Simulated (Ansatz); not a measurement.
A nudged elastic band was laid between two geometries of H4SeSi (6 atoms, charge 0, multiplicity 1).

The calculation used RKS PBE0/def2-SVP in Ansatz 0.2.0.

| Quantity | Value |
| --- | --- |
| movable images | 5 |
| climbing image | yes |
| spring | 5.0 eV/Å² |
| optimiser | quadratic models (default) |
| start path | through a guess of the saddle point |
| force threshold | 0.05 eV/Å |
| iteration limit | 60 |
| end points | relaxed |

First end point:

```xyz
6
Properties=species:S:1:pos:R:3
Si -0.244 -0.233 -0.475
Se 0.904 -0.252 1.501
H -1.615 0.337 -0.315
H -0.337 -1.667 -0.873
H 0.479 0.539 -1.528
H 0.855 1.212 1.642
```

Last end point:

```xyz
6
Properties=species:S:1:pos:R:3
Si -0.204 -0.090 -0.537
Se 1.222 0.731 1.050
H -1.567 0.513 -0.441
H -0.325 -1.574 -0.431
H 0.416 0.281 -1.841
H 0.501 0.076 2.153
```

Problem. What changes between the two ends?

Solution. No bond is made or broken. The dihedral H3–Si1–Se2–H6 goes from -61 to 69°.

Problem. What energy profile does the band end with?

Solution. The run converged. The highest image is number 3 of 0 to 6, 0.042 eV above the ends, which have the same energy within 2 meV. A vibrational analysis at the climbing image gives one clearly imaginary mode, 180i cm⁻¹: a first-order saddle point.

```csv
image,path coordinate (Å),energy (eV),dihedral H3–Si1–Se2–H6 (°)
0,0.00,0.000,-61
1,0.37,0.010,-41
2,0.73,0.032,-20
3,1.10,0.042,2
4,1.48,0.026,26
5,1.86,0.005,48
6,2.25,0.002,69
```

Problem. What is the geometry of the highest image?

Solution. 
```xyz
6
Properties=species:S:1:pos:R:3
Si -0.156 -0.206 -0.529
Se 1.309 0.092 1.213
H -1.421 0.512 -0.202
H -0.439 -1.657 -0.732
H 0.424 0.343 -1.790
H 0.325 0.853 1.994
```

Problem. What are the harmonic wavenumbers there?

Solution. 180i, 402, 548, 609, 719, 915, 923, 957, 2237, 2243, 2253, 2469 cm⁻¹.

The band took 6 iterations and roughly 2.4 core-minutes.

The run took 2.5 min on 1 thread of Intel(R) Xeon(R) Processor @ 2.50GHz (Skylake/Cascade Lake), with other jobs on the host, peak memory 0.14 GiB.
